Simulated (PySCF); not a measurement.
carbon atom (C), triplet; CCSD(T)/aug-cc-pVDZ (PySCF).

Input for PySCF:
```python
from pyscf import gto, scf, cc

mol = gto.M(
    atom='''
C     0.000000    0.000000    0.000000
''',
    basis='aug-cc-pvdz',
    charge=0,
    spin=2,
    verbose=4,
)

mf = scf.UHF(mol)
mf.kernel()

mycc = cc.CCSD(mf, frozen=1)
mycc.kernel()
et = mycc.ccsd_t()
print('E(CCSD(T)) = %.10f' % (mycc.e_tot + et))
```

Q: What does PySCF print? Leave out banner, timings and long lists.

A: 
```
PySCF version 2.14.0

[INPUT] verbose = 4
[INPUT] num. atoms = 1
[INPUT] num. electrons = 6
[INPUT] charge = 0
[INPUT] spin (= nelec alpha-beta = 2S) = 2
[INPUT] symmetry False subgroup None
[INPUT] Mole.unit = angstrom
[INPUT] Symbol           X                Y                Z      unit          X                Y                Z       unit  Magmom
[INPUT]  1 C      0.000000000000   0.000000000000   0.000000000000 AA    0.000000000000   0.000000000000   0.000000000000 Bohr   0.0

nuclear repulsion = 0
number of shells = 8
number of NR pGTOs = 35
number of NR cGTOs = 23
basis = aug-cc-pvdz
ecp = {}

******** <class 'pyscf.scf.uhf.UHF'> ********
method = UHF
initial guess = minao
damping factor = 0
level_shift factor = 0
DIIS = <class 'pyscf.scf.diis.CDIIS'>
diis_start_cycle = 1
diis_space = 8
diis_damp = 0
SCF conv_tol = 1e-09
SCF conv_tol_grad = None
SCF max_cycles = 50
direct_scf = True
direct_scf_tol = 1e-13
number electrons alpha = 4  beta = 2
Set gradient conv threshold to 3.16228e-05
init E= -37.2782135561808

cycle= 1 E= -37.6010464968674  delta_E= -0.323  |g|= 0.236  |ddm|= 0.721
cycle= 2 E= -37.6798578757143  delta_E= -0.0788  |g|= 0.0722  |ddm|= 0.391
cycle= 3 E= -37.6861406538024  delta_E= -0.00628  |g|= 0.0295  |ddm|= 0.117
cycle= 4 E= -37.687720962756  delta_E= -0.00158  |g|= 0.00519  |ddm|= 0.0781
cycle= 5 E= -37.6877622174966  delta_E= -4.13e-05  |g|= 0.000923  |ddm|= 0.0127
cycle= 6 E= -37.6877632637136  delta_E= -1.05e-06  |g|= 6.13e-05  |ddm|= 0.00213
cycle= 7 E= -37.6877632673285  delta_E= -3.61e-09  |g|= 6.29e-06  |ddm|= 0.000131
cycle= 8 E= -37.6877632673924  delta_E= -6.39e-11  |g|= 7.9e-07  |ddm|= 1.61e-05
Extra cycle  E= -37.6877632673931  delta_E= -7.03e-13  |g|= 2.3e-07  |ddm|= 1.28e-06
converged SCF energy = -37.6877632673931  <S^2> = 2.009646  2S+1 = 3.0064238

******** <class 'pyscf.cc.uccsd.UCCSD'> ********
CC2 = 0
CCSD nocc = (np.int64(3), np.int64(1)), nmo = (22, 22)
frozen orbitals 1
max_cycle = 50
direct = 0
conv_tol = 1e-07
conv_tol_normt = 1e-06
diis_space = 6
diis_start_cycle = 0
diis_start_energy_diff = 1e+09
Init t2, MP2 energy = -0.053701361062244
Init E_corr(UCCSD) = -0.0537013610622946
cycle = 1  E_corr(UCCSD) = -0.068058175115908  dE = -0.0143568141  norm(t1,t2) = 0.0497342
cycle = 2  E_corr(UCCSD) = -0.07254217997565  dE = -0.00448400486  norm(t1,t2) = 0.0220591
cycle = 3  E_corr(UCCSD) = -0.0758855130575427  dE = -0.00334333308  norm(t1,t2) = 0.0113726
cycle = 4  E_corr(UCCSD) = -0.0758207538898324  dE = 6.47591677e-05  norm(t1,t2) = 0.00179048
cycle = 5  E_corr(UCCSD) = -0.0758471271259584  dE = -2.63732361e-05  norm(t1,t2) = 0.000323637
cycle = 6  E_corr(UCCSD) = -0.0758369514417643  dE = 1.01756842e-05  norm(t1,t2) = 7.38638e-05
cycle = 7  E_corr(UCCSD) = -0.0758420370075492  dE = -5.08556578e-06  norm(t1,t2) = 2.1084e-05
cycle = 8  E_corr(UCCSD) = -0.0758413496779339  dE = 6.87329615e-07  norm(t1,t2) = 6.58082e-06
cycle = 9  E_corr(UCCSD) = -0.0758413478844696  dE = 1.79346429e-09  norm(t1,t2) = 1.83664e-06
cycle = 10  E_corr(UCCSD) = -0.0758413684565941  dE = -2.05721245e-08  norm(t1,t2) = 5.11547e-07
UCCSD converged
E(UCCSD) = -37.76360463584966  E_corr = -0.07584136845659407
UCCSD(T) correction = -0.00126121328007384
E(CCSD(T)) = -37.7648658491
```
